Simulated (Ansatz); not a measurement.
Born–Oppenheimer molecular dynamics of C2H2SSe (6 atoms, charge 0, multiplicity 1). It starts at the highest image of a converged band, a first-order saddle point between two minima.

The calculation used Ansatz 0.2.0, RKS r2SCANh-D4/def2-SVP.

- ensemble: NVE (velocity Verlet)
- time step: 0.5 fs
- steps asked: 200
- starting velocities drawn for: 100 K
- seed: 5649

Frames 1 fs apart, positions in Å, forces in eV/Å.

Velocities at 30.0 fs (Å/ps):

```
S 0.35 -0.87 -0.05
C -2.13 2.64 2.30
C -7.22 2.94 -7.59
Se 2.62 -0.91 1.14
H -94.16 32.17 -21.30
H -11.09 0.48 -3.64
```

```xyz
6
Properties=species:S:1:pos:R:3:forces:R:3 time_fs=30.0 energy_less_start_eV=-0.619 T=1297
S -0.394 -2.465 0.470 0.05 -0.09 0.02
C -0.141 -0.937 0.358 -0.29 0.79 -0.29
C -0.057 0.389 0.272 1.47 -0.41 -0.84
Se -0.703 1.288 -1.319 -1.73 0.55 -0.40
H 0.090 1.696 -2.598 0.72 -0.92 1.42
H 0.554 0.952 0.984 -0.21 0.07 0.09
6
Properties=species:S:1:pos:R:3:forces:R:3 time_fs=31.0 energy_less_start_eV=-0.483 T=1034
S -0.394 -2.465 0.470 0.07 0.09 0.03
C -0.144 -0.934 0.361 -0.32 0.59 -0.36
C -0.064 0.392 0.264 1.67 -0.54 -0.67
Se -0.700 1.287 -1.318 -2.38 0.63 -0.20
H -0.001 1.724 -2.613 1.16 -0.88 1.09
H 0.542 0.953 0.980 -0.19 0.12 0.11
6
Properties=species:S:1:pos:R:3:forces:R:3 time_fs=32.0 energy_less_start_eV=-0.347 T=771
S -0.393 -2.466 0.470 0.09 0.28 0.04
C -0.146 -0.931 0.362 -0.34 0.34 -0.41
C -0.069 0.394 0.256 1.84 -0.65 -0.49
Se -0.698 1.286 -1.317 -2.96 0.67 0.05
H -0.080 1.743 -2.618 1.55 -0.81 0.69
H 0.528 0.955 0.978 -0.18 0.16 0.12
6
Properties=species:S:1:pos:R:3:forces:R:3 time_fs=33.0 energy_less_start_eV=-0.221 T=528
S -0.393 -2.467 0.470 0.10 0.47 0.05
C -0.149 -0.927 0.364 -0.36 0.08 -0.46
C -0.073 0.396 0.247 1.98 -0.71 -0.30
Se -0.696 1.286 -1.316 -3.44 0.69 0.33
H -0.144 1.755 -2.615 1.88 -0.71 0.27
H 0.513 0.958 0.977 -0.16 0.18 0.12
6
Properties=species:S:1:pos:R:3:forces:R:3 time_fs=34.0 energy_less_start_eV=-0.121 T=334
S -0.392 -2.468 0.470 0.12 0.65 0.05
C -0.152 -0.923 0.365 -0.36 -0.19 -0.50
C -0.075 0.397 0.238 2.09 -0.73 -0.12
Se -0.695 1.285 -1.315 -3.80 0.70 0.56
H -0.191 1.760 -2.611 2.12 -0.62 -0.10
H 0.495 0.964 0.977 -0.16 0.18 0.10
6
Properties=species:S:1:pos:R:3:forces:R:3 time_fs=35.0 energy_less_start_eV=-0.062 T=221
S -0.392 -2.468 0.470 0.14 0.81 0.06
C -0.155 -0.920 0.366 -0.36 -0.44 -0.52
C -0.076 0.398 0.229 2.16 -0.71 0.07
Se -0.694 1.284 -1.314 -4.03 0.74 0.68
H -0.217 1.759 -2.607 2.25 -0.56 -0.35
H 0.477 0.971 0.978 -0.16 0.16 0.07
6
Properties=species:S:1:pos:R:3:forces:R:3 time_fs=36.0 energy_less_start_eV=-0.058 T=214
S -0.392 -2.468 0.470 0.15 0.93 0.06
C -0.159 -0.916 0.366 -0.35 -0.66 -0.54
C -0.075 0.398 0.220 2.19 -0.66 0.24
Se -0.693 1.284 -1.312 -4.10 0.81 0.61
H -0.222 1.752 -2.607 2.28 -0.55 -0.41
H 0.457 0.979 0.980 -0.16 0.12 0.03
6
Properties=species:S:1:pos:R:3:forces:R:3 time_fs=37.0 energy_less_start_eV=-0.112 T=318
S -0.391 -2.468 0.470 0.15 1.03 0.06
C -0.163 -0.914 0.366 -0.33 -0.83 -0.55
C -0.072 0.397 0.211 2.17 -0.58 0.40
Se -0.693 1.284 -1.311 -4.03 0.93 0.35
H -0.204 1.740 -2.610 2.19 -0.61 -0.26
H 0.435 0.989 0.982 -0.15 0.06 0.00
6
Properties=species:S:1:pos:R:3:forces:R:3 time_fs=38.0 energy_less_start_eV=-0.215 T=517
S -0.390 -2.468 0.470 0.15 1.07 0.07
C -0.167 -0.912 0.366 -0.30 -0.93 -0.55
C -0.067 0.397 0.202 2.09 -0.50 0.53
Se -0.694 1.283 -1.310 -3.81 1.06 -0.07
H -0.167 1.723 -2.615 1.99 -0.70 0.05
H 0.412 0.999 0.984 -0.12 0.00 -0.03
6
Properties=species:S:1:pos:R:3:forces:R:3 time_fs=39.0 energy_less_start_eV=-0.352 T=781
S -0.390 -2.467 0.470 0.14 1.08 0.07
C -0.172 -0.910 0.365 -0.26 -0.96 -0.54
C -0.061 0.395 0.194 1.95 -0.43 0.63
Se -0.695 1.283 -1.308 -3.45 1.18 -0.58
H -0.110 1.699 -2.620 1.69 -0.80 0.46
H 0.388 1.009 0.986 -0.08 -0.06 -0.03
6
Properties=species:S:1:pos:R:3:forces:R:3 time_fs=40.0 energy_less_start_eV=-0.504 T=1073
S -0.389 -2.466 0.470 0.13 1.03 0.07
C -0.176 -0.910 0.363 -0.20 -0.92 -0.54
C -0.053 0.394 0.186 1.75 -0.37 0.71
Se -0.696 1.283 -1.307 -2.96 1.24 -1.11
H -0.037 1.667 -2.621 1.30 -0.87 0.89
H 0.363 1.019 0.987 -0.02 -0.12 -0.02
6
Properties=species:S:1:pos:R:3:forces:R:3 time_fs=41.0 energy_less_start_eV=-0.655 T=1366
S -0.388 -2.465 0.470 0.11 0.94 0.08
C -0.181 -0.910 0.362 -0.13 -0.79 -0.53
C -0.043 0.392 0.179 1.49 -0.33 0.76
Se -0.698 1.284 -1.306 -2.37 1.24 -1.58
H 0.048 1.626 -2.613 0.85 -0.89 1.27
H 0.338 1.027 0.988 0.05 -0.17 0.00
```

Of the whole run (100 fs, mean temperature of the second half 1350 K): The conserved energy stayed within 0.25 meV per atom of its start (net change 0.041 meV per atom), so the integration is sound. The kinetic energy rose, since the run started high on the potential surface and went downhill. A run of 0.1 ps of so small a system gives no equilibrium averages. The orbitals stay closed-shell, which can raise the energy where a bond breaks towards radicals; this wasn't checked here.

Time of the run: 11 min on 2 threads of Arm Neoverse V2, on a shared host, peak memory 0.2 GiB.
